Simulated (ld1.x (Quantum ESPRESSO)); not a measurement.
**Yb, TM: configuration errors across variants**

Yb, norm-conserving Troullier–Martins (Kleinman–Bylander form), made with ld1.x (Quantum ESPRESSO) 7.5 (Wu–Cohen, scalar-relativistic). Core [Kr] 4d10 4f13, reference 5s2 5p6 5d1 6s2 6p0. Waves: 5p (bound): rc 1.55 bohr; 5d (bound): rc 2.15 bohr; 5s (bound): rc 1.40 bohr. Local part: the s channel. Core correction: none.

Occupied shells without a wave of their own: 6s. They enter only through the test configuration that unscreens the potential.

All-electron excitation energies from the reference (eV): (1) 5s2 5p6 5d1 6s1 6p0 7.283; (2) 5s2 5p6 5d1 6s0 6p0 20.269; (3) 5s2 5p6 5d0 6s0 6p0 40.188; (4) 5s2 5p6 5d1 6s1 6p1 3.387; (5) 5s2 5p6 5d0 6s2 6p1 1.134; (6) 5s1 5p6 5d1 6s2 6p0 65.323; (7) 5s2 5p5 5d1 6s2 6p0 36.385.

For the base: The 6s level has no wave, so the channel is fitted at the deeper level alone: the likely source of the large errors.

On the changes marked as counting shells twice: ld1.x takes every shell without a wave as core, so the model core holds the marked electrons as well and exchange and correlation see them twice. This cancels in the reference configuration, but the file is broken for other ones, and its errors say nothing about a proper core correction.

4 further variants failed, have other tests or another functional or relativity, and are left out.

A true bound ghost makes a file unfit for plane-wave use even where its test errors are small: the radial tests pick states by their node count and pass the ghost by.

Errors AE − PS in meV (a dash: test not solved or not reliable):

| change | (1) | (2) | (3) | (4) | (5) | (6) | (7) | bound ghosts |
| --- | --- | --- | --- | --- | --- | --- | --- | --- |
| base | -144 | -353 | -566 | -108 | +10 | -378 | -204 | none |
| wave 5d (bound): rc 2.15 bohr becomes 5d (bound): rc 2.52 bohr | -144 | -353 | -564 | -108 | +11 | -383 | -207 | none |
| wave 5s (bound): rc 1.40 bohr becomes 5s (bound): rc 1.06 bohr | -68 | -155 | -286 | -45 | +6.1 | -386 | -218 | none |
| wave 5p (bound): rc 1.55 bohr becomes 5p (bound): rc 1.00 bohr | -144 | -353 | -566 | -109 | +8.6 | -374 | -202 | p |
| core correction a·sin(br)/r model core inside 1.42 bohr (6s counted twice) | -307 | -1208 | -1944 | -146 | -28 | -494 | -298 | none |
| wave 5d (bound): rc 2.15 bohr becomes 5d (bound): rc 2.24 bohr | -144 | -353 | -566 | -108 | +10 | -378 | -204 | none |
| wave 5d (bound): rc 2.15 bohr becomes 5d (bound): rc 2.20 bohr | -144 | -353 | -566 | -108 | +10 | -378 | -204 | none |

**Question.** Give the same row for: all radii scaled by about 0.90 (s 1.26, p 1.40, d 1.94 bohr).

**Answer.** -74, -168, -305, -51, +4.7, -391, -215; bound ghosts: none.
